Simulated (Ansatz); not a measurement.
Input file for Ansatz (a first-principles code): R-PBE0/def2-TZVPP on BH3Se (SMILES B[SeH]), a point of a torsion scan.

Ansatz 0.2 input:
```yaml
crystal:
  periodic: [false, false, false]
  atoms:
    - {symbol: B, position_ang: [-0.63355179, -0.01048638, 0.07195055]}
    - {symbol: Se, position_ang: [1.08645060, -0.65307159, 0.40927104]}
    - {symbol: H, position_ang: [-1.44267844, -0.78995567, -0.24735631]}
    - {symbol: H, position_ang: [-0.88252257, 1.12406474, 0.17849870]}
    - {symbol: H, position_ang: [1.75851807, 0.57819236, 0.76139887]}
basis:
  gaussian:
    orbitals: def2-TZVPP
hamiltonian:
  xc: {name: PBE0}
scf: {lower_state_search: off}
```

The head of its log:

```
WARN ansatz: RAYON_NUM_THREADS=1 ignored (pool sized by the plan → 1); use --threads N
Functional definition: PBE0
these checks for a lower state are left out or cut short: stability, starts, cluster_reference, orbital_swaps, neighbouring_geometries, increment
integrals: 0.03 GiB planned
758 factors; their error is unknown
mean field: 0.37 GiB planned
mean field evaluation 1: about -66063.6610 eV, gradient 2.7e1 eV
mean field evaluation 2: about -66062.8760 eV, gradient 3.0e1 eV
```

### Question
What total energy does the run end on?

### Answer
-2427.8906 hartree.
